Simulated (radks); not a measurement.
Problem. The mean radii <r> (bohr) of the occupied orbitals of an atom or ion are listed with their occupations. Method: Dirac Kohn-Sham, LDA (Slater exchange, Perdew-Wang correlation), spin-unpolarised, spherical densities, finite nucleus; Fermi nuclear charge, rms radius of each element as measured or else 0.836 A^(1/3) + 0.57 fm; computed with a radial shooting solver on a logarithmic mesh with Libxc functionals.

orbital  occ.      <r>
1s1/2       2  0.06656
2s1/2       2   0.3089
2p1/2       2   0.2725
2p3/2       4   0.2753
3s1/2       2   0.9505
3p1/2       2    1.011
3p3/2       4    1.019
3d3/2       3    1.315

Name the element and its charge. Open shells, if any, fill j = l - 1/2 first.

Solution. Z = 23, vanadium, charge +2: V2+ in [Ar] 3d3. The 1s radius gives Z: for a bare nucleus <r> = (2 gamma + 1)/(2Z) with gamma = sqrt(1 - (Z/c)^2), 0.0646 bohr for Z = 23, and screening makes it slightly larger (0.06656 here). The occupations add up to 21, and the charge is Z minus that.
